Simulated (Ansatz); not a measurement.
Reaction (substitution at a C–S bond): `C[S][Au]` + `[NH2][GeH2][F]` → `C[NH][GeH2][F]` + `[SH][Au]`

Gas-phase electronic energies from Ansatz, PBE0-D4/def2-TZVP geometries. CCSD(T)/CBS adds triple-zeta CCSD(T) − MP2 to the extrapolated MP2 energy (def2 sets, frozen cores). Elements past krypton have def2 core potentials. For Au, Ge outer-core shells are correlated without core-valence functions, which leaves a few kJ/mol of doubt a bond. Scalar relativity is left out up to krypton. One conformer a species, not always the lowest.

```json
{"species": "`C[S][Au]`", "CCSD/def2-SVP energy (Eh)": "-572.41358"}
{"species": "`[NH2][GeH2][F]`", "CCSD/def2-SVP energy (Eh)": "-2231.85240"}
{"species": "`C[NH][GeH2][F]`", "CCSD/def2-SVP energy (Eh)": "-2271.00230"}
{"species": "`[SH][Au]`", "CCSD/def2-SVP energy (Eh)": "-533.26167"}
```

Problem. Work out ΔE.

Solution. ΔE = (-2271.00230) + (-533.26167) − (-572.41358) − (-2231.85240) = 0.00201 Eh = +5.3 kJ/mol. CCSD(T)/CBS gives +26.0 kJ/mol.

Largest T1 diagnostic among the species: 0.025, so the coupled-cluster value is less sure than usual.

Leaving LDA and LC-ωPBE aside and taking each functional with its dispersion term where it has one, the values, not all of them listed here, spread over 11.2 kJ/mol, from ωB97X-V to revPBE-D4. LDA lies −3.7 kJ/mol from PBE without D4. At CCSD(T), def2-SVP lies −19.2 kJ/mol from the extrapolated value and def2-TZVPP −2.4 kJ/mol. From BLYP to BHLYP (50 % exact exchange), in def2-TZVPP and without D4, ΔE moves by −9.4 kJ/mol.
